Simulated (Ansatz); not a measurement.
Ansatz (a quantum-chemistry and plane-wave program) input (HF/def2-TZVP):

Ansatz 0.2 input:
```yaml
crystal:
  periodic: [false, false, false]
  atoms:
    - {symbol: Fe, position_ang: [0.00980336, 0.00694752, -0.01182147]}
    - {symbol: F, position_ang: [1.13584223, 0.98225132, -0.96677898]}
    - {symbol: O, position_ang: [-1.13224379, -1.00739972, 0.89949672]}
    - {symbol: H, position_ang: [-1.41951698, -0.96169971, 1.81239520]}
basis:
  gaussian:
    orbitals: def2-TZVP
hamiltonian:
  xc: {name: HF}
magnetization: {spin_polarized: true, initial_magnetization: 4}
relax: {f_tol: 0.003, max_steps: 100}
```

End of the output:

```
mean field evaluation 288: about -39116.0498 eV, gradient 1.2e-2 eV
mean field evaluation 320: about -39116.0499 eV, gradient 1.2e-1 eV
mean field evaluation 352: about -39115.7243 eV, gradient 9.1e-1 eV
mean field evaluation 384: about -39114.9705 eV, gradient 2.3e0 eV
mean field evaluation 416: about -39115.9831 eV, gradient 2.8e0 eV
mean field evaluation 448: about -39107.3026 eV, gradient 5.7e0 eV
mean field -39116.05019556 eV, -1437.4883308759 hartree, gradient 3.1e-6 eV, S^2 6.013881; 5 other end points of the search recorded, 0 dependent functions left out
the calculation of the forces begins
reference -39116.05019556 eV, -1437.4883308759 hartree; 24, 20 occupied and 89, 93 virtual orbitals, 956 factors
Total energy: -39116.05019556 eV, -1437.4883308759 hartree
Atom 0 at     0.028788     0.029973    -0.012963 Å, force    -0.000309    -0.000227     0.000354 eV/Å
Atom 1 at     1.167691     0.999135    -1.018108 Å, force     0.000201     0.000133    -0.000264 eV/Å
Atom 2 at    -1.135254    -0.990979     0.945290 Å, force     0.000115     0.000223     0.000183 eV/Å
Atom 3 at    -1.467340    -1.018030     1.819073 Å, force    -0.000007    -0.000129    -0.000274 eV/Å
Dipole moment:    -0.178219    -0.048406     0.391918 e Å
```

The spin state was set by rule; other spins were not relaxed.
